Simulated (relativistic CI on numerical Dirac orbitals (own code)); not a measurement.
# How well does a small relativistic CI reproduce Cr II?

Method of calculation: Dirac-Coulomb-Breit CI, orbitals from a KLI potential per configuration, a model potential for QED, valence Slater integrals scaled by 0.85, P86 correlation estimate, and configurations built on the next ion tied to the tabulated ionisation energy (semi-empirical) (own radial code, finite nucleus).

Configurations in the expansion (outside the closed core [Ar]): 3d5, 3d4 4s, 3d4 4p, 3d3 4s 4p, 3d4 4d, 3d4 5s, 3d4 4f, 3d3 4s2, 3d4 5p, 3d4 5d, 3d4 5f, 3d4 5g, 3d3 4s 5s, 3d3 4p2. Levels of other configurations are missing.

| Configuration | Term (tabulated) | J | Measured (cm⁻¹) | Computed | Error | Purity (%) |
| --- | --- | --- | --- | --- | --- | --- |
| 3d5 | a 6S | 5/2 | 0.0 | 0 | 0 | 99 |
| 3d4 4s | a 6D | 1/2 | 11961.8 | 16034 | 4072 | 100 |
| 3d4 4s | a 6D | 3/2 | 12032.6 | 16101 | 4068 | 100 |
| 3d4 4s | a 6D | 5/2 | 12147.8 | 16210 | 4062 | 100 |
| 3d4 4s | a 6D | 7/2 | 12303.9 | 16358 | 4055 | 100 |
| 3d4 4s | a 6D | 9/2 | 12496.4 | 16542 | 4046 | 100 |
| 3d4 4s | a 4D | 1/2 | 19528.2 | 23823 | 4295 | 76 |
| 3d4 4s | a 4D | 3/2 | 19631.2 | 23886 | 4255 | 71 |
| 3d4 4s | a 4D | 5/2 | 19797.9 | 24000 | 4202 | 64 |
| 3d4 4s | a 4D | 7/2 | 20024.0 | 24236 | 4212 | 73 |
| 3d5 | a 4G | 5/2 | 20512.1 | 21782 | 1270 | 99 |
| 3d5 | a 4G | 11/2 | 20512.1 | 21775 | 1263 | 99 |
| 3d5 | a 4G | 7/2 | 20517.8 | 21784 | 1266 | 99 |
| 3d5 | a 4G | 9/2 | 20519.3 | 21783 | 1263 | 99 |
| 3d5 | a 4P | 5/2 | 21822.5 | 24434 | 2611 | 85 |
| 3d5 | a 4P | 1/2 | 21823.8 | 24379 | 2556 | 95 |
| 3d5 | a 4P | 3/2 | 21824.1 | 24407 | 2583 | 91 |
| 3d4 4p | z 6F° | 1/2 | 46823.4 | 49188 | 2365 | 99 |
| 3d4 4p | z 6F° | 3/2 | 46905.2 | 49263 | 2358 | 99 |
| 3d4 4p | z 6F° | 5/2 | 47040.3 | 49386 | 2345 | 99 |
| 3d4 4p | z 6F° | 7/2 | 47227.2 | 49556 | 2329 | 99 |
| 3d4 4p | z 6F° | 9/2 | 47464.6 | 49772 | 2308 | 99 |
| 3d4 4p | z 6F° | 11/2 | 47751.6 | 50032 | 2281 | 99 |
| 3d4 4p | z 6P° | 3/2 | 48398.9 | 50773 | 2374 | 99 |
| 3d4 4p | z 6P° | 5/2 | 48491.1 | 50868 | 2377 | 99 |
| 3d4 4p | z 6P° | 7/2 | 48632.1 | 51004 | 2371 | 99 |
| 3d4 4p | z 4P° | 1/2 | 48749.4 | 52068 | 3319 | 69 |
| 3d4 4p | z 4P° † | 3/2 | 49005.9 | 52212 | 3206 | 81 |
| 3d4 4p | z 6D° † | 5/2 | 49351.8 | 51781 | 2429 | 93 |
| 3d4 4p | z 6D° † | 1/2 | 49492.8 | 51451 | 1958 | 69 |
| 3d4 4p | z 6D° † | 3/2 | 49564.6 | 51598 | 2034 | 81 |
| 3d4 4p | z 6D° † | 7/2 | 49645.8 | 51966 | 2320 | 98 |
| 3d4 4p | z 4P° † | 5/2 | 49706.3 | 52480 | 2773 | 93 |
| 3d4 4p | z 6D° | 9/2 | 49838.4 | 52151 | 2312 | 98 |
| 3d3 4s 4p | y 6D° | 1/2 | 81649.2 | 75654 | -5995 | 98 |
| 3d3 4s 4p | y 6D° | 3/2 | 81707.9 | 75718 | -5990 | 97 |
| 3d3 4s 4p | y 6F° | 1/2 | 81735.0 | 75275 | -6460 | 99 |
| 3d3 4s 4p | y 6D° | 5/2 | 81816.3 | 75824 | -5992 | 95 |
| 3d3 4s 4p | y 6F° | 3/2 | 81824.4 | 75352 | -6472 | 98 |
| 3d3 4s 4p | y 6F° | 5/2 | 81962.3 | 75481 | -6481 | 96 |
| 3d3 4s 4p | y 6D° | 7/2 | 81978.1 | 75970 | -6008 | 94 |
| 3d3 4s 4p | y 6F° | 7/2 | 82143.1 | 75661 | -6482 | 95 |
| 3d3 4s 4p | y 6D° | 9/2 | 82192.6 | 76154 | -6038 | 93 |
| 3d3 4s 4p | y 6F° | 9/2 | 82362.2 | 75892 | -6471 | 94 |
| 3d3 4s 4p | y 6F° | 11/2 | 82612.7 | 76177 | -6436 | 99 |

Measured levels from NIST Handbook of Basic Atomic Spectroscopic Data (Sansonetti and Martin, J. Phys. Chem. Ref. Data 34, 1559 (2005)); pairs were made by configuration, J and term (by order where the table uses no LS term), so strongly mixed levels may be paired wrongly.

Mean error by configuration (cm⁻¹): 3d4 4s 4141; 3d5 1830; 3d4 4p 2431; 3d3 4s 4p -6257. Over the excited levels the mean absolute error is 3833 cm⁻¹ (44 of the 44 excited levels that our extract of the source holds in range could be paired), and the median relative error of those above 1,000 cm⁻¹ is 7.3 %. † marks terms whose computed intervals miss the measured ones by more than a factor of 2.5, or configurations far off the rest, from wrong mixing, a near crossing or a doubtful label or measurement; they are left out of the means.

Transition probabilities of persistent lines. The last column rescales the computed rate by the cube of measured over computed energy:

```tsv
λ measured (Å)	Lower	Upper	A tabulated (s⁻¹)	A computed	A rescaled
2055.59 air	3d5 a 6S_5/2	3d4 4p z 6P°_7/2	1.20e+08	1.68e+08	1.46e+08
2061.54 air	3d5 a 6S_5/2	3d4 4p z 6P°_5/2	1.20e+08	1.67e+08	1.44e+08
2065.46 air	3d5 a 6S_5/2	3d4 4p z 6P°_3/2	1.20e+08	1.66e+08	1.44e+08
2835.63 air	3d4 4s a 6D_9/2	3d4 4p z 6F°_11/2	2.00e+08	2.39e+08	2.79e+08
2843.24 air	3d4 4s a 6D_7/2	3d4 4p z 6F°_9/2	6.40e+07	1.92e+08	2.23e+08
2849.83 air	3d4 4s a 6D_5/2	3d4 4p z 6F°_7/2	9.20e+07	1.50e+08	1.74e+08
2862.57 air	3d4 4s a 6D_7/2	3d4 4p z 6F°_7/2	6.30e+07	8.07e+07	9.39e+07
```
